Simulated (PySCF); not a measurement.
# Computed records: CH2BFSi

Computed with PySCF 2.14.0. Calculation on a computer-drawn molecule: optimised geometry and harmonic frequencies of an isolated molecule of the commonest isotopes, restricted reference for singlets and unrestricted otherwise, frozen core in MP2.

## CH2BFSi

Start structure:
```xyz
6
CH2BFSi
F     -0.9232    -2.2733     1.8111
B     -0.1960    -1.5963     0.9201
C      0.2889    -0.7567    -0.0893
Si    -0.8738     0.1074    -1.2697
H      1.3406    -0.5731    -0.2574
H      0.2072     0.7502    -2.1080
```

Here we set charge 0, multiplicity 1, method HF and basis cc-pV(D+d)Z.

Drawn bonds:
```
atom  other atom  order
   1           2      1
   2           3      2
   3           4      1
   3           5      1
   4           6      1
```

Q: Give the missing total energy for CH2BFSi.
A: -452.0551 hartree

Q: Estimate the rotational constants of CH2BFSi.
A: 23.81, 2.911, 2.594 GHz

Q: Give the table of modes values for CH2BFSi.
A: 
Modes:
```
frequency (cm⁻¹)  reduced mass (dalton)
           101.8                   10.7
           259.2                  1.173
             469                  7.458
           485.6                  10.75
           706.5                   1.15
           733.7                  1.898
             866                  2.006
           943.4                  1.751
            1115                  2.372
            1811                  10.16
            2128                  1.043
            3355                  1.092
```

Further results for CH2BFSi:

* convergence status largest gradient component: 4.395e-05 hartree/bohr

Optimised structure:
```xyz
6
CH2BFSi
F     -0.9243    -2.2099     1.7199
B     -0.2644    -1.5277     0.8700
C      0.3721    -0.7554    -0.0999
Si    -0.8792     0.0316    -1.2040
H      1.4471    -0.6481    -0.1739
H      0.0924     0.7678    -2.1054
```
